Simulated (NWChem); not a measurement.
System: SnHClF₂; SMILES [F][SnH]([Cl])[F]

All runs: NWChem. All runs use the structure optimised with PBE-D3(BJ)/def2-SVP (def2 core potentials past Kr).

Problem. Predict the results for PBE0/STO-3G (all-electron, non-relativistic). Quantities: highest occupied level (eV); orbital gap (eV); dipole (D).

Solution. 
```yaml
highest occupied level (eV): -5.43
orbital gap (eV): 8.22
dipole (D): 2.80
```
